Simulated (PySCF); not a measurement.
**Working out the ionisation energy of S+**

S+ [Ne] 3s2 3p3 (4S) → S(2+) [Ne] 3s2 3p2 (3P). Computed with PySCF 2.14 in x2c-TZVPall (5s5p2d1f, 37 functions), with the spin-free X2C one-electron Hamiltonian (Gaussian nucleus). Frozen: [Ne]. Energies in hartree (1 hartree = 27.21139 eV):

```json
{"part": "UHF", "S+ (lower)": "-398.245528", "S(2+) (upper)": "-397.411084"}
{"part": "CCSD correlation", "S+ (lower)": "-0.107496", "S(2+) (upper)": "-0.087657"}
{"part": "(T)", "S+ (lower)": "-0.003462", "S(2+) (upper)": "-0.002077"}
```

What does Hartree-Fock give?

(-397.411084) − (-398.245528) = 0.834444 hartree = 22.706 eV.

What do CCSD and CCSD(T) give?

The CCSD correlation energies differ by 0.019839 hartree = 0.540 eV and the triples by 0.001385 hartree = 0.038 eV, so CCSD gives 23.246 eV and CCSD(T) 23.284 eV.

Reference: 23.338 eV (measured; NIST Atomic Spectra Database, ionization energies), between the lowest levels; spin-orbit coupling is absent from the calculation.

What remains against the reference includes basis incompleteness, the frozen core and higher excitations.
